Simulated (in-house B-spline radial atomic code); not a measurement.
## Ionising the krypton ion Kr⁺ with different functionals

Computed with a B-spline radial code for spherical atoms: four-component Dirac-Coulomb Hamiltonian, Fermi nucleus of rms radius 4.1884 fm, spin-restricted, spherical fractional occupations for the functionals. The ionisation energy is the difference of two self-consistent energies, [Ar] 3d10 4s2 4p5 → [Ar] 3d10 4s2 4p4, without Breit or QED terms; ε is the level of the shell that loses the electron (mean over j). The electron is taken from both j subshells in proportion to 2j + 1, so the result is a j average, not the step between ground levels.

Hybrids are left out here: with spherical fractional occupations of an open shell their exact exchange keeps a self-interaction that integer-occupation calculations don't have.

| method | rung | ΔSCF (eV) | -ε(4p) (eV) |
| --- | --- | --- | --- |
| LDA VWN5 | LDA | 25.35 | 19.71 |
| relativistic LDA | LDA | 25.34 | 19.70 |
| LDA PW92 | LDA | ? | ? |
| LDA exchange-only | LDA | 23.93 | 18.33 |
| PBE | GGA | 25.18 | 19.55 |
| PBEsol | GGA | 25.19 | 19.55 |
| BLYP | GGA | 25.02 | 19.39 |
| RPBE | GGA | 25.15 | 19.52 |
| PW91 | GGA | 25.25 | 19.61 |
| BP86 | GGA | 25.29 | 19.65 |
| AM05 | GGA | 25.17 | 19.53 |
| OLYP | GGA | ? | ? |

(1) What does OLYP give?

(2) What does LDA PW92 give?

(3) How do they compare with the NIST value?

Results:

(1) ΔSCF 25.18 eV, and -ε(4p) = 19.53 eV.

(2) ΔSCF 25.35 eV, and -ε(4p) = 19.70 eV.

(3) NIST lists 24.360 eV (measured, ground level to ground level). Errors run from -0.43 to +0.99 eV. The correlated functionals all miss on the same side by more than they spread, so the cause is common to them (Breit-QED terms, spin polarisation, the choice among j levels, multiplet and fine-structure energies, or a listed next ion that isn't the cheapest removal here) and closeness doesn't rank the functionals.
